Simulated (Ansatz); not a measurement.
H3AlN, SMILES `[NH2][AlH-]` (excited triplet) (charge -1, multiplicity 3). This triplet is an excited state, 1.12 eV above the relaxed singlet at the level frozen-core CCSD(T)/aug-cc-pVTZ // B3LYP-D3(BJ)/def2-TZVPD (Ansatz, an electronic-structure program).

The numbers are results of BLYP/aug-cc-pVTZ // B3LYP-D3(BJ)/def2-TZVPD in Ansatz, not measurements.

Ansatz 0.2 input:
```yaml
crystal:
  periodic: [false, false, false]
  atoms:
    - { symbol: N, position_ang: [-0.706498, 0.072958, -0.137054] }
    - { symbol: Al, position_ang: [1.004268, -0.249038, 0.550545] }
    - { symbol: H, position_ang: [-1.30599, -0.721743, -0.319108] }
    - { symbol: H, position_ang: [-1.270856, 0.78965, 0.301065] }
    - { symbol: H, position_ang: [2.279075, 0.108172, -0.395448] }
basis:
  gaussian: { orbitals: aug-cc-pVTZ }
hamiltonian:
  xc: blyp
total_charge: -1
magnetization:
  spin_polarized: true
  initial_magnetization: 2
```

Output:

```
Functional definition: BLYP
749 factors; their error is unknown
mean field evaluation 1: about -8133.1933 eV, gradient 2.2e1 eV
mean field evaluation 2: about -8123.2134 eV, gradient 4.9e1 eV
mean field evaluation 4: about -8135.6234 eV, gradient 1.9e0 eV
mean field evaluation 8: about -8135.6412 eV, gradient 1.7e-1 eV
mean field evaluation 16: about -8135.6413 eV, gradient 2.9e-5 eV
mean field evaluation 32: about -8130.2688 eV, gradient 9.5e0 eV
mean field evaluation 64: about -8135.4441 eV, gradient 9.0e-1 eV
mean field -8135.64127322 eV, -298.9793022551 hartree, gradient 1.5e-5 eV, S^2 2.002063; 10 other end points of the search recorded, 0 dependent functions left out
reference -8135.64154678 eV, -298.9793123082 hartree; 13, 11 occupied and 152, 154 virtual orbitals, 749 factors
Total energy: -8135.64154678 eV, -298.9793123082 hartree
```
